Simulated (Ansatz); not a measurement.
Computed with frozen-core CCSD(T)/cc-pVTZ // B3LYP-D3(BJ)/def2-SVP run with Ansatz (a first-principles code).

Ansatz 0.2 input:
```yaml
crystal:
  periodic: [false, false, false]
  atoms:
    - { symbol: Al, position_ang: [-0.007798, -0.013207, -0.002259] }
    - { symbol: F, position_ang: [-0.335172, 0.302256, 1.610163] }
    - { symbol: F, position_ang: [-0.750163, 0.988541, -1.121205] }
    - { symbol: F, position_ang: [1.554209, -0.500397, -0.362016] }
    - { symbol: C, position_ang: [-0.469286, -2.723857, 0.66006] }
    - { symbol: N, position_ang: [-1.01745, -1.715611, -0.276499] }
    - { symbol: C, position_ang: [-0.824229, -2.135417, -1.683822] }
    - { symbol: C, position_ang: [-2.446077, -1.446365, 0.00759] }
    - { symbol: H, position_ang: [-0.994442, -3.687252, 0.547447] }
    - { symbol: H, position_ang: [-0.584921, -2.351825, 1.686517] }
    - { symbol: H, position_ang: [0.600855, -2.853951, 0.451992] }
    - { symbol: H, position_ang: [-1.193189, -1.33908, -2.343473] }
    - { symbol: H, position_ang: [-1.365056, -3.074641, -1.888641] }
    - { symbol: H, position_ang: [0.249472, -2.273758, -1.866636] }
    - { symbol: H, position_ang: [-3.049856, -2.359284, -0.1289] }
    - { symbol: H, position_ang: [-2.53879, -1.086857, 1.04083] }
    - { symbol: H, position_ang: [-2.798757, -0.658932, -0.671346] }
basis:
  gaussian: { orbitals: cc-pVTZ }
correlation:
  method: ccsd_t
```

Output:

```
Functional definition: HF
2165 factors; integrals over basis functions are off by at most 1.1e-3 eV
mean field evaluation 1: about -19422.6082 eV, gradient 5.5e1 eV
mean field evaluation 2: about -19422.9128 eV, gradient 5.5e1 eV
mean field evaluation 4: about -19428.6891 eV, gradient 4.2e0 eV
mean field evaluation 8: about -19428.7630 eV, gradient 2.2e-1 eV
mean field evaluation 16: about -19422.6080 eV, gradient 5.5e1 eV
mean field -19428.76312995 eV, -713.9938757371 hartree, gradient 2.5e-6 eV, S^2 0.000000; 0 other end points of the search recorded, 0 dependent functions left out
12 core orbitals not correlated
reference -19428.76312995 eV, -713.9938757371 hartree; 25, 25 occupied and 333, 333 virtual orbitals, 2165 factors
second order -43.35969406 eV of doubles, -0.00000000 eV of singles
cycle   1  -43.37495367 eV  change   -1.5e-2 eV  update   1.3e-1
cycle   2  -44.26118542 eV  change   -8.9e-1 eV  update   3.6e-2
cycle   3  -44.46850086 eV  change   -2.1e-1 eV  update   1.7e-2
cycle   4  -44.44759290 eV  change    2.1e-2 eV  update   3.3e-3
cycle   5  -44.44616785 eV  change    1.4e-3 eV  update   1.3e-3
cycle   6  -44.44747180 eV  change   -1.3e-3 eV  update   3.4e-4
cycle   7  -44.44737037 eV  change    1.0e-4 eV  update   1.2e-4
cycle   8  -44.44726685 eV  change    1.0e-4 eV  update   3.3e-5
cycle   9  -44.44727019 eV  change   -3.3e-6 eV  update   1.3e-5
perturbative correction -1.48983135 eV, -0.0547502922 hartree
Total energy: -19474.70023150 eV, -715.6820330815 hartree
```

Cost: roughly 2.9 core-hours.
